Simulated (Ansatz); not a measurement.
Total energies of C3H6BFS (`BSC(=C)CF`).

```xyz
12

B     1.1796    0.3131    0.7755
S    -0.3880    0.3879    1.9221
C    -0.5175    0.1923    0.2054
C     0.0790    1.1253   -0.6007
C    -0.9916   -1.1351   -0.2999
F    -0.7964   -1.2689   -1.6545
H     1.6367   -0.7604    0.5259
H     1.8912    1.2571    0.9215
H     0.1971    2.1471   -0.2727
H     0.2438    0.8931   -1.6466
H    -0.4694   -1.9414    0.2190
H    -2.0646   -1.2101   -0.0951
```

Charge 0, multiplicity 1. The geometry is a stationary point of PBE0-D4/def2-TZVP. It is one conformer, not always the lowest. Basis def2-TZVPP, Ansatz.

RPA on PBE orbitals: Hartree–Fock energy of these orbitals -638.73998 Eh, correlation -1.67914 Eh (frozen core).

```
             functional  energy without D4 (Eh)  D4 term (kJ/mol)
                 revPBE              -640.73644             -90.0
                   BLYP              -640.79470             -62.4
                 r2SCAN              -640.72912              -6.8
                  B3LYP              -640.90621             -45.0
                r2SCAN0              -640.69837              -7.9
HSE06 (plane-wave form)              -640.45243             -21.6
                  BHLYP              -640.75110             -32.8
              CAM-B3LYP              -640.78111             -23.5
                LC-ωPBE              -640.61466                 –
               PBE-QIDH              -640.35309                 –
```

Question: Give the same for LDA (SPW92), PBE, B97M-V, PBE0, r2SCANh, ωB97X-V, ωB97M-V, B2PLYP. (Estimate.)

Answer: Ansatz gave: 
```csv
functional,energy without D4 (Eh),D4 term (kJ/mol)
LDA (SPW92),-637.50293,–
PBE,-640.41942,-27.9
B97M-V,-640.76465,–
PBE0,-640.47267,-23.4
r2SCANh,-640.71628,-7.1
ωB97X-V,-640.75267,–
ωB97M-V,-640.76871,–
B2PLYP,-640.56635,–
```

B3LYP takes the VWN-RPA correlation (the form of Gaussian; ORCA's B3LYP/G). HSE06 is the plane-wave form, built on full-range PBE exchange. The double hybrids freeze the cores in their second-order part.

LC-ωPBE has ω = 0.4 bohr⁻¹.
